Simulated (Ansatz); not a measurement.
This geometry of BFH2O + FH (7 atoms, charge 0, multiplicity 1) is a first-order saddle point.

All numbers below come from RKS PBE0-D4/cc-pVDZ in Ansatz 0.2.0.

```xyz
7
Properties=species:S:1:pos:R:3
B -0.020 0.123 0.107
O 0.024 -0.079 1.596
H -0.832 -0.375 1.933
F 1.151 -0.168 -0.482
H -1.060 -0.114 -0.451
F 0.023 1.758 0.462
H 0.041 1.178 1.420
```

Task: Which two structures does it join? (They come from a converged band through this point; their orientation in space is the band's.)

Result: Bonds broken: F6–H7. Bonds formed: B1–F6, O2–H7. BFH2O + FH becomes BF2H3O.

First end point:

```xyz
7
Properties=species:S:1:pos:R:3
B -0.081 -0.330 0.064
O -0.050 -0.228 1.424
H -0.923 -0.364 1.811
F 1.081 -0.194 -0.562
H -1.086 -0.557 -0.558
F 0.105 2.396 0.977
H 0.280 1.598 1.426
```

Last end point:

```xyz
7
Properties=species:S:1:pos:R:3
B -0.193 0.402 -0.085
O -0.250 -0.126 1.612
H -0.524 0.680 2.079
F 1.158 0.292 -0.293
H -0.922 -0.381 -0.643
F -0.633 1.691 0.081
H 0.690 -0.237 1.832
```

Task: How far does it lie above each of them?

Result: 47.2 kJ/mol above the first and 87.7 kJ/mol above the second. This is the barrier of this one path; another mechanism may lie lower. The orbitals stay closed-shell, which can raise the energy where a bond breaks towards radicals; this wasn't checked here.

Time of the run: 2.5 min on 1 thread of Arm Neoverse V1, on a shared host, peak memory 0.13 GiB.
